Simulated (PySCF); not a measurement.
## Working out the ionisation energy of Ag

Ag [Kr] 4d10 5s1 (2S) → Ag⁺ [Kr] 4d10 (1S). Calculation: PySCF 2.14, in x2c-SVPall (6s5p5d1f, 53 functions); the spin-free X2C one-electron Hamiltonian (Gaussian nucleus). Frozen: [Kr]. Energies in hartree (1 hartree = 27.21139 eV):

| part | Ag (lower) | Ag⁺ (upper) |
| --- | --- | --- |
| UHF | -5312.306459 | -5312.073408 |
| MP2 opposite-spin | -0.181114 | -0.167602 |
| MP2 same-spin | -0.107980 | -0.099111 |

Q: What does Hartree-Fock give?

A: (-5312.073408) − (-5312.306459) = 0.233051 hartree = 6.342 eV.

Q: What do MP2 and SCS-MP2 (6/5 opposite-spin, 1/3 same-spin) give?

A: The opposite-spin parts differ by 0.368 eV and the same-spin parts by 0.241 eV. MP2: 6.342 + (0.368) + (0.241) = 6.951 eV. SCS-MP2: 6.342 + 1.2 × (0.368) + (0.241)/3 = 6.864 eV.

Measured between the centres of the two terms (NIST): 7.576 eV, so MP2 (valence) is off by -0.625 eV.

A double-zeta basis recovers only part of the correlation energy.

What remains against the reference includes basis incompleteness, the frozen core and correlation beyond second order.
